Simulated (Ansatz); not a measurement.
The first iterations of a band of CH6BNSi (10 atoms, charge 0, multiplicity 1).

Method: RKS PBE-D4/def2-SVP in Ansatz 0.2.0.

```yaml
movable_images: 5
climbing_image: yes
spring: 0.1 eV/Å²
optimiser: quadratic models (default)
start_path: through a guess of the saddle point
force_threshold: 0.05 eV/Å
iteration_limit: 60
end_points: relaxed
```

Initial state:

```xyz
10
Properties=species:S:1:pos:R:3
N -1.544 0.454 -1.048
B -0.385 0.169 -0.344
C 0.370 -1.051 0.282
Si 1.173 0.649 0.750
H -1.834 1.403 -1.285
H -2.188 -0.271 -1.380
H -0.125 -1.695 1.034
H 1.008 -1.650 -0.398
H 1.048 1.094 2.180
H 2.561 0.847 0.211
```

Final state:

```xyz
10
Properties=species:S:1:pos:R:3
N -1.548 0.455 -1.039
B -0.373 0.165 -0.364
C 0.366 -1.052 0.282
Si 1.177 0.649 0.739
H -2.208 -0.267 -1.343
H -1.831 1.404 -1.287
H -0.138 -1.711 1.015
H 1.032 -1.635 -0.386
H 1.026 1.132 2.154
H 2.581 0.810 0.231
```

| iteration | highest image above the first end (eV) | largest band force component (eV/Å) |
| --- | --- | --- |
| 1 | 27.645 | 121.697 |
| 2 | 18.839 | 80.940 |
| 3 | 10.604 | 28.174 |
| 4 | 6.596 | 14.169 |
| 5 | 4.436 | 7.096 |
| 6 | 3.256 | 3.633 |
| 7 | 2.596 | 3.503 |
| 8 | 3.260 | 5.394 |
| 9 | 2.319 | 4.299 |
| 10 | 1.609 | 2.586 |

**Question.** Does the band converge within its limit, and where does its top end?

**Answer.** The run converged. It ended after 31 iterations with the highest image 1.104 eV above the first end. The dihedral H6–N1–B2–C3 jumps by 94° between images 1 and 2, so the path isn't resolved there. Another band between the same ends (5 images) ends at a top of the same energy, where a vibrational analysis finds 1 clearly imaginary mode.

Time of the run: 13 min on 1 thread of Intel(R) Xeon(R) Processor @ 2.50GHz (Skylake/Cascade Lake), with other jobs on the host, peak memory 0.13 GiB.
